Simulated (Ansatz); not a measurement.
`[OH][Sn]([OH])([OH])[Cl]` and `O[Si](O)(O)Cl` differ in one element.

Ansatz, PBE0-D4/def2-TZVP geometries, multiplicity 1. Each molecule was computed in one conformer, which needn't be the lowest.

Elements past krypton have def2 core potentials.

| property | `[OH][Sn]([OH])([OH])[Cl]` |
| --- | --- |
| LUMO energy (B3LYP/def2-TZVPP) / eV | -2.36 |
| zero-point energy (PBE0-D4/def2-TZVP) / kJ/mol | 106.9 |
| HOMO energy (ωB97M-V/def2-TZVPP) / eV | -11.73 |
| HOMO energy (PBE0/def2-TZVPP) / eV | -9.30 |
| LUMO energy (PBE/def2-TZVPP) / eV | -2.97 |
| HOMO energy (B3LYP/def2-TZVPP) / eV | -9.01 |

**Question.** What does the change do to each property? (Estimate.)

**Answer.** Computed: 
| property | `O[Si](O)(O)Cl` | shift |
| --- | --- | --- |
| LUMO energy (B3LYP/def2-TZVPP) / eV | 0.00 | 2.36 |
| zero-point energy (PBE0-D4/def2-TZVP) / kJ/mol | 118.3 | 11.4 |
| HOMO energy (ωB97M-V/def2-TZVPP) / eV | -11.46 | 0.27 |
| HOMO energy (PBE0/def2-TZVPP) / eV | -9.13 | 0.17 |
| LUMO energy (PBE/def2-TZVPP) / eV | -0.52 | 2.45 |
| HOMO energy (B3LYP/def2-TZVPP) / eV | -8.84 | 0.17 |

With PBE0 the HOMO rises by 0.17 eV and the LUMO rises by 2.40 eV, so the gap widens by about 2.23 eV. PBE moves the HOMO by -0.02 eV and ωB97M-V by 0.27 eV.

B3LYP here is the variant with VWN-RPA as its local correlation; programs differ in this.
